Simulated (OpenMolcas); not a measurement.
Cr3+ with 6 ligands (chloride) in octahedral coordination (Oh). A charge of +0.5 e stands 2.6 Å behind each ligand. Ligand basis ANO-RCC-VDZP.

```yaml
Program: OpenMolcas
Method: CASSCF
Basis: ANO-RCC-VTZP [6s5p3d2f1g]
Scalar_Hamiltonian: DKH2, point nucleus
Active_space: 3 electrons in 5 orbitals (3d)
State_averaging: 2S+1 = 4 even, 10 roots; 2S+1 = 2 even, 40 roots
Spin-orbit_coupling: state interaction with AMFI integrals over the reference wave functions
```

All ligands move together. At R = 2.38 Å the first state of the same spin is 10330 cm-1, and at R = 2.44 Å it is 9117 cm-1.

A third run gives 11014 cm-1. What distance was it run at?

With a power law R^-n the two known points give n = -ln(9117 / 10330) / ln(2.44 / 2.38) = 5.02. Then R = 2.38 × (10330 / 11014)^(1/5.02) = 2.350 Å. The run was at 2.35 Å, so the estimate is off by 0 Å.

Without dynamic correlation the repulsion within the d shell is too large (B by tens of per cent), so at a given field states of lower spin stand too high. Ligand-to-metal charge-transfer states are missing. With no ligand orbital active B as a rule stays too high, so bands that hang on it stand too high and its fall with covalency is understated. With metal d orbitals alone and no dynamic correlation the field as a rule comes out too small, by tens of per cent, by up to half for chloride and softer ligands. No measured value stands beside these numbers; the geometry was imposed, not optimised, and the real ion may take another.
